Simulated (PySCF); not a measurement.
Gas-phase reaction: GaH2Cl + HCl = GaCl2 + 3 H, at 1000 K and a standard pressure of 1 bar. Level: B3LYP/6-31G*.

Computed with PySCF and rigid-rotor harmonic-oscillator thermochemistry at 1 bar. 6-31G* has spherical d functions here. Open shells (unrestricted): GaCl2 (multiplicity 2), H (multiplicity 2); the rest are closed-shell singlets. B3LYP is the form with VWN-RPA correlation. Ga: all electrons, no relativistic terms. GaH2Cl, GaCl2: computed as isolated molecules; such fragments, hydroxides, amides, oligomers or adducts are transient or little studied in the gas. The harmonic model lacks anharmonicity and excited electronic states, which grow with temperature; levels with a mode under 35 cm⁻¹ are left out. Soft modes under 120 cm⁻¹ make the harmonic entropy rough for GaCl2.

| species | E (Ha) | H(1000 K) − E (kJ/mol) | S°(1000 K) (J/mol/K) |
|---|---|---|---|
| GaH2Cl | -2385.96194 | 94.9 | 342.1 |
| HCl | -460.79228 | 47.2 | 222.8 |
| GaCl2 | -2844.99744 | 58.6 | 373.1 |
| H | -0.50027 | 20.8 | 139.9 |
E: electronic energy; H − E holds the zero-point and thermal terms. 1 Ha = 2625.5 kJ/mol.

Task: Work out ΔH°, ΔS°, ΔG° and log10 K from these numbers.

Result: 1. ΔE = 1×(-2844.99744) + 3×(-0.50027) − 1×(-2385.96194) − 1×(-460.79228) = 0.25597 Ha = 672.0 kJ.
2. Δ(H − E) = 1×(58.6) + 3×(20.8) − 1×(94.9) − 1×(47.2) = -21.1 kJ, so ΔH° = 650.9 kJ.
3. ΔS° = 1×(373.1) + 3×(139.9) − 1×(342.1) − 1×(222.8) = 227.9 J/K; the number of gas molecules changes by +2.
4. ΔG° = ΔH° − TΔS° = 650.9 − 1000×(227.9)/1000 = 423.0 kJ.
5. log10 K = −ΔG°/(RT ln 10) = -22.10, with RT ln 10 = 19.14 kJ/mol; at standard pressures the reactants are favoured.
6. A shift of 10 kJ in ΔE would move log10 K by 0.52 here.
For scale, ΔH°(298 K) is 634 kJ at this level, 652 kJ at ωB97M-V/def2-TZVP†, and runs from 462 to 709 kJ over the 20 levels computed († marks an energy on the PBE0/def2-TZVP geometry).
